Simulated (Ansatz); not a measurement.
AlH6NSiSn: where a starting geometry ends

The starting geometry of this gas-phase singlet was optimised with GFN2-xTB.

```yaml
atoms:
  - { symbol: Al, position_ang: [-0.7338, -0.5603, -1.4961] }
  - { symbol: N, position_ang: [-2.2644, 0.3099, -0.7909] }
  - { symbol: Si, position_ang: [-2.7602, 1.1074, 0.6749] }
  - { symbol: Sn, position_ang: [-3.1237, -0.1395, -2.5596] }
  - { symbol: H, position_ang: [-0.7283, 0.1785, -3.0576] }
  - { symbol: H, position_ang: [-1.4698, -1.9890, -2.0652] }
  - { symbol: H, position_ang: [0.5477, -0.6125, -0.6772] }
  - { symbol: H, position_ang: [-4.1004, 1.6852, 0.4004] }
  - { symbol: H, position_ang: [-2.8795, 0.1402, 1.7705] }
  - { symbol: H, position_ang: [-1.8312, 2.1848, 1.0205] }
```

Where would you expect an optimisation with B3LYP-D3(BJ)/def2-SVP to take it?

A new bond forms, giving a structure with H5 bridging Al1 and Sn4, given below by its coordinates. Distances that change by over a tenth: Al1–Sn4 (2.65 → 2.93 Å). Contacts that close: Sn4–H5 (2.47 → 1.94 Å).

The energy falls by 0.89 eV over 20 steps:

| step | E − E(last) (eV) |
| --- | --- |
| 1 | 0.893 |
| 3 | 0.715 |
| 5 | 0.621 |
| 7 | 0.500 |
| 9 | 0.241 |
| 12 | 0.008 |
| 14 | 0.002 |
| 16 | 0.000 |
| 18 | 0.000 |
| 20 | 0.000 |

Final geometry (Å):

```tsv
atom	x (Å)	y (Å)	z (Å)
Al	-0.7650	-0.7485	-1.3464
N	-2.1731	0.4052	-0.8736
Si	-2.8258	1.0335	0.6125
Sn	-2.8163	0.7789	-2.7720
H	-1.3360	-0.4224	-3.1113
H	-1.0280	-2.3041	-1.1625
H	0.6986	-0.1320	-1.3184
H	-3.9849	1.9364	0.3171
H	-3.3082	-0.0634	1.5058
H	-1.8051	1.8211	1.3686
```

No frequencies were run, so the end isn't proven a minimum. Atoms past krypton carry core potentials, without spin–orbit terms. Run with Ansatz 0.2.0, 40 s on 2 threads of Intel(R) Xeon(R) 6975P-C (Granite Rapids) (shared host).
